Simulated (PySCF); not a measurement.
Predicted microwave data (PBE0-D3(BJ)/def2-SVP geometry optimisation, gas phase in PySCF 2.14.0) for one isomer of H9NOSi3:

| Quantity | Value |
| --- | --- |
| Rotational constants | A = 2476, B = 1714, C = 1101 MHz |
| Dipole components | \|μa\| = 0.57 D, \|μb\| = 0.80 D, \|μc\| = 1.03 D |
| Inertial defect | -39.69 u·Å² |
| κ | -0.11 |

Question: Which structure is it? (One computed conformer of each.)
A. `[OH:1][SiH2:2][N:3]([SiH3:4])[SiH3:5]` with H–O1–Si2–N3 130°, O1–Si2–N3–Si4 -28°
B. `[NH2:1][SiH2:2][SiH2:3][O:4][SiH3:5]` with H–N1–Si2–Si3 167° and -54°, N1–Si2–Si3–O4 169°, Si2–Si3–O4–Si5 155°
C. `[NH2:1][Si@@H:2]([SiH3:3])[SiH2:4][OH:5]` with H–N1–Si2–Si3 -65° and 70°, N1–Si2–Si4–O5 -149°, Si2–Si4–O5–H 176°

Answer: C. It is N[Si@@H]([SiH3])[SiH2]O, an asymmetric top, point group C1. The candidates at the same level (rigid rotor, commonest isotopes):

```tsv
SMILES	A (MHz)	B (MHz)	C (MHz)	μa (D)	μb (D)	μc (D)	Δ (u·Å²)	point group	rotor
O[SiH2]N([SiH3])[SiH3]	3057	1835	1225	1.12	0.27	0.91	-28.03	C1	asymmetric top
N[Si@@H]([SiH3])[SiH2]O	2476	1714	1101	0.57	0.80	1.03	-39.69	C1	asymmetric top
N[SiH2][SiH2]O[SiH3]	8965	823.0	777.5	1.34	0.47	0.45	-20.43	C1	near-prolate asymmetric top
```

`O[SiH2]N([SiH3])[SiH3]` has A 23 % too high; `N[SiH2][SiH2]O[SiH3]` has A 262 % too high. No structure here is proved a minimum.
